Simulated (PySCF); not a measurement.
Compound: C5H7FO (charge +1 and doublet state).
Geometry (GFN2-xTB, Å), atoms numbered from 1 in this order:
```xyz
14
C5H7FO angstrom
F      0.081    2.131   -1.225
C     -0.045    0.832   -0.867
C     -1.340    0.541   -0.228
C     -1.430   -0.533    0.643
O     -0.442   -1.284    0.984
C      0.859   -1.067    0.463
C      1.115    0.379    0.039
H     -0.002    0.258   -1.823
H     -2.186    1.186   -0.415
H     -2.368   -0.796    1.126
H      0.983   -1.752   -0.390
H      1.551   -1.387    1.249
H      2.066    0.455   -0.487
H      1.157    1.038    0.910
```

The hyperfine couplings belong to this conformer and change with its torsions.

The species is `F[C@H]1CCO[CH][CH+]1` [radical] (charge +1).

Theory: PySCF 2.14.0, UKS B3LYP, pcH-1 on C F H O, non-relativistic, mean-field spin-orbit, GIAO. The structure is a single GFN2-xTB conformer in the gas phase; no vibrational or solvent corrections. A GFN2-xTB geometry isn't a minimum of the functional, and hyperfine couplings can be far from their values at a DFT geometry, by a factor of two or more for some ions and for spin on atoms past the first row. The SCF solution wasn't tested for stability.

The largest Mulliken spin populations are on C3 (+0.60), O5 (+0.24) and C4 (+0.11). The angles at C3 add up to 360.0°, so it is planar.

Problem. McConnell's relation a(H) = Q·ρ ties the coupling of a proton on a planar π carbon to the spin population of that carbon. What Q do the computed values give?

Solution. 
| H | C | ρ(C) | a(H) (G) | a/ρ (G) |
| --- | --- | --- | --- | --- |
| H9 | C3 | +0.596 | -14.35 | -24.1 |
| H10 | C4 | +0.111 | -4.03 | -36.3 |

A least-squares line through the origin gives Q = -24.5 G with Mulliken populations. In every row coupling and population have opposite signs.

Couplings in gauss use g_iso = 2.0039.

The SMILES draws the unpaired electron on C4; the largest computed Mulliken spin population is on C3 (0.60 against 0.11).
